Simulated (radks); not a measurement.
Question: Radial electron density D(r) = 4 pi r^2 rho(r) of an atom or ion with 27 electrons. Calculated with a radial shooting solver on a logarithmic mesh with Libxc functionals: Dirac Kohn-Sham, BLYP, spin-unpolarised, spherical densities, point nucleus.

| r (bohr) | D(r) (e/bohr) |
|---|---|
| 0.004743 | 8.119 |
| 0.005981 | 11.58 |
| 0.007483 | 15.95 |
| 0.009437 | 21.59 |
| 0.01181 | 27.93 |
| 0.01489 | 34.84 |
| 0.01863 | 40.90 |
| 0.02349 | 45.21 |
| 0.02939 | 46.33 |
| 0.03677 | 44.29 |
| 0.04637 | 40.46 |
| 0.05801 | 38.35 |
| 0.07316 | 41.02 |
| 0.09153 | 48.05 |
| 0.1154 | 54.59 |
| 0.1444 | 53.49 |
| 0.1821 | 43.61 |
| 0.2278 | 33.45 |
| 0.285 | 31.40 |
| 0.3595 | 36.15 |
| 0.4497 | 36.86 |
| 0.5672 | 27.80 |
| 0.7096 | 14.98 |
| 0.8948 | 5.305 |
| 1.119 | 1.265 |
| 1.412 | 0.1717 |
| 1.766 | 0.01373 |

What is the nuclear charge?

Answer: Z = 37. The innermost maximum, from 1s, lies near gamma/Z bohr with gamma = sqrt(1 - (Z/c)^2) = 0.963, here 0.026 bohr (found: 0.0282), and its height grows with Z. The density is that of the rubidium ion Rb10+ in [Ar] 3d9; the configuration itself is not fixed sharply by these data, and Z only to a few units. D(r) has 3 maxima, at r = 0.0282, 0.126, 0.412 bohr, and minima at 0.0585, 0.267 bohr, inside which lie 2.08, 11.13 electrons.
